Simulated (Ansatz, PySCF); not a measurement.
System: InF₂, net charge 1, singlet state. It need not be the lowest isomer of its formula. 
Geometry from a B3LYP-D3(BJ)/def2-TZVP (Ansatz, a program for electronic structure) optimisation:
```xyz
3

In     0.0000     0.0000     0.0000
F      0.0000     0.0000    -1.8552
F      0.0000     0.0000     1.8552
```
Charge +1, spin multiplicity 1.

Total electronic energies in hartree. Valence correlation only, unless marked. Spin-orbit coupling is left out. The frozen core is the preceding noble-gas configuration, with the filled d and f shells of earlier blocks. Past Kr the def2 sets carry scalar-relativistic core potentials. CBS marks a two-point X^-3 extrapolation of the correlation energy; Hartree-Fock from the larger set. [CCSD(T)-MP2]/basis is that difference in the basis named.

| level | program | energy (Eh) |
|---|---|---|
| SVWN5/def2-TZVPD | Ansatz | (withheld) |
| TPSS/def2-TZVPD | PySCF | (withheld) |
| PBE0/def2-SVP | Ansatz | (withheld) |
| PBE0-D4/def2-TZVPD | Ansatz + dftd4 | -389.43082 |
| r2SCAN0-D4/def2-TZVPD | Ansatz + dftd4 | -389.54330 |
| RPA@PBE/def2-TZVPP | Ansatz | -388.69006 |
| SCS-MP2/def2-SVPD | Ansatz | -388.08590 |
| RI-MP2/CBS(def2-TZVPP,def2-QZVPP)+[CCSD(T)-MP2]/def2-QZVPP | Ansatz | -388.5838 |
| CCSD(T)/CBS(def2-TZVPPD,def2-QZVPPD) | Ansatz | -388.5813 |

### Question
What belongs in the gaps?

### Answer

- SVWN5/def2-TZVPD, energy (Eh): -388.04611
- TPSS/def2-TZVPD, energy (Eh): -389.56400
- PBE0/def2-SVP, energy (Eh): -389.15693
